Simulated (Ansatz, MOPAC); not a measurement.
Species: TeF₃ (charge 0, doublet). SMILES: F[Te](F)F
Coordinates optimised at B3LYP-D3(BJ)/def2-TZVP (Ansatz, an electronic-structure program):
```xyz
4

Te    -0.0002    -0.2213     0.1277
F     -1.9117    -0.2539    -0.2983
F      0.0010     1.4032    -0.8097
F      1.9116     0.1291     0.3703
```
Charge 0, spin multiplicity 2.

Wanted: vertical electron affinity to the singlet, in eV. Conventions: STO-3G and 3-21G all-electron and non-relativistic; def2 sets with scalar-relativistic core potentials past Kr; spin-orbit terms left out; no dispersion term unless named; each state is the SCF solution reached for its charge and spin; open shells spin-unrestricted. Ab initio and DFT rows: single points at B3LYP-D3(BJ) geometries (Ansatz). Semi-empirical rows: differences of heats of formation at the shared geometry for vertical values. Anions need diffuse functions, which STO-3G, LANL2DZ, def2-SVP, cc-pVDZ and Pople sets without + lack. The spin state of an ion or metal species was assumed, not searched.

| species | coefficient | E at B3LYP/STO-3G (Ansatz), Eh | E at PBE/def2-TZVPD (Ansatz), Eh | heat of formation at MNDO (MOPAC), kcal/mol |
|---|---|---|---|---|
| charge -1, singlet | -1 | -6844.11350 | -567.51789 | -257.49 |
| charge 0, doublet | +1 | -6844.21285 | -567.42786 | -180.45 |

 1 Eh = 27.2114 eV and 1 eV = 23.0605 kcal/mol.

Problem. Work the quantity out at each level.

Solution. 
- B3LYP/STO-3G: the sum of coefficient times E is -0.09935 Eh, or -2.703 eV. Result: -2.70 eV.
- PBE/def2-TZVPD: the sum of coefficient times E is 0.09003 Eh, or 2.450 eV. Result: 2.45 eV.
- MNDO: the sum of coefficient times heat of formation is 77.04 kcal/mol, or 3.34 eV.
